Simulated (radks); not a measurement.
Question: Species: Au. Configuration: [Xe] 4f14 5d10 6s1. Calculated with a radial shooting solver on a logarithmic mesh with Libxc functionals: Dirac Kohn-Sham, XLYP, spin-unpolarised, spherical densities, finite nucleus; Fermi nuclear charge, rms radius 5.4371 fm. Some entries of the table are withheld. Estimate them.

| orbital | occ. | eigenvalue (eV) | <r^2> (bohr^2) | <r> (bohr) |
|---|---|---|---|---|
| 1s1/2 | 2 | -80622.28 | 0.0003934 | 0.01687 |
| 2s1/2 | 2 | -14214.59 | (1) | 0.07046 |
| 2p1/2 | 2 | -13635.69 | 0.004201 | 0.05798 |
| 2p3/2 | 4 | -11799.51 | 0.005389 | 0.06653 |
| 3s1/2 | 2 | -3354.486 | 0.03857 | 0.1833 |
| 3p1/2 | 2 | -3093.130 | 0.03516 | 0.1736 |
| 3p3/2 | 4 | -2687.966 | 0.04158 | 0.1892 |
| 3d3/2 | 4 | -2252.270 | 0.03189 | (2) |
| 3d5/2 | 6 | -2165.179 | 0.03364 | (3) |
| 4s1/2 | 2 | -727.7585 | 0.1871 | 0.4070 |
| 4p1/2 | 2 | -616.1093 | (4) | 0.4094 |
| 4p3/2 | 4 | -518.9200 | (5) | 0.4434 |
| 4d3/2 | 4 | -335.8364 | 0.2363 | 0.4519 |
| 4d5/2 | 6 | -317.7379 | 0.2479 | 0.4631 |
| 5s1/2 | 2 | -108.0529 | 0.9660 | 0.9276 |
| 4f5/2 | 6 | -82.9631 | 0.2975 | 0.4953 |
| 4f7/2 | 8 | -79.1511 | 0.3061 | 0.5023 |
| 5p1/2 | 2 | -71.8138 | 1.139 | 1.003 |
| 5p3/2 | 4 | -55.2811 | 1.380 | 1.103 |
| 5d3/2 | 4 | -7.7557 | 3.001 | 1.575 |
| 5d5/2 | 6 | -6.2307 | 3.382 | 1.664 |
| 6s1/2 | 1 | -5.8150 | 9.661 | 2.888 |

Answer: 
(1) 2s1/2 <r^2> (bohr^2): 0.005939
(2) 3d3/2 <r> (bohr): 0.1648
(3) 3d5/2 <r> (bohr): 0.1696
(4) 4p1/2 <r^2> (bohr^2): 0.1909
(5) 4p3/2 <r^2> (bohr^2): 0.2236
